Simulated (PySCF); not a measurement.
Excited states of Pd (palladium, neutral)

Ground state [Kr] 4d10, ¹S. Computed with PySCF 2.14 in aug-cc-pVTZ-PP with ECP28MDF (6s6p5d3f2g, 88 functions), with a scalar-relativistic core potential. Vertical excitation energies in eV without spin-orbit coupling; excited terms of each kind are numbered among those the solver found. Frozen: 4s2 4p6.

| term | leading excitation | EOM-EE-CCSD |
| --- | --- | --- |
| 1 3D | 4d → s | 1.036 |
| 1 1D | 4d → s | 1.452 |
| 1 3F° | 4d → p | 4.592 |
| 1 1F° | 4d → p | 4.691 |

The spin-orbit splitting of the hole, absent here, rivals or exceeds the spacing of these terms, so the LS terms are model states.

Only the lower part of the computed list is shown. The solver can miss terms. Rydberg members are limited by the diffuse functions of the basis.
